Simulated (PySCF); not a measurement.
A GIAO shielding run with PySCF (density fitting, non-relativistic, gas phase) on `C[N+](C)(C)[AlH2-][CH2]N`, C4H15AlN2:

```
$ OMP_NUM_THREADS=1 python probes_run.py task.json out

{"job": {"kind": "nmr", "xc": "KT2", "basis": "pcSseg-1", "pop": false}, "charge": 0, "multiplicity": 1}
C     -0.981122     1.350443     0.253300
N     -0.902332    -0.118204     0.242180
C     -0.777954    -0.594532    -1.140933
C     -2.082823    -0.700706     0.888234
Al     0.778823    -0.722340     1.304175
C      2.274145    -0.270342     0.057912
N      2.196928     1.104775    -0.448472
H     -1.869126     1.692534    -0.308021
H     -0.065646     1.745451    -0.211057
H     -1.047999     1.703940     1.290852
H      0.087376    -0.102822    -1.605648
H     -0.626554    -1.683483    -1.145103
H     -1.689151    -0.354878    -1.717453
H     -3.006733    -0.384206     0.371929
H     -2.010285    -1.796275     0.871122
H     -2.125180    -0.370929     1.936005
H      0.480212    -2.297308     1.470706
H      0.615625     0.204192     2.615792
H      2.184386    -0.963081    -0.800379
H      3.253682    -0.525848     0.518421
H      2.266217     1.762740     0.326583
H      2.980544     1.327123    -1.062366
```

Hardware: 1 thread of an Arm Neoverse N1, shared host.

Problem. How large is the calculation?

Solution. 66 electrons, 201 basis functions and 1055 auxiliary functions.

Problem. How long does it take, and how much memory does it need?

Solution. 86 s of wall time, with 15 SCF cycles; peak memory 0.77 GiB. Times on a shared host scatter by some tens of per cent.

Problem. And these other runs on the same molecule and hardware: GIAO shielding at PBE0/pcSseg-1?

Solution. PBE0/pcSseg-1: 201 functions, 65 s.
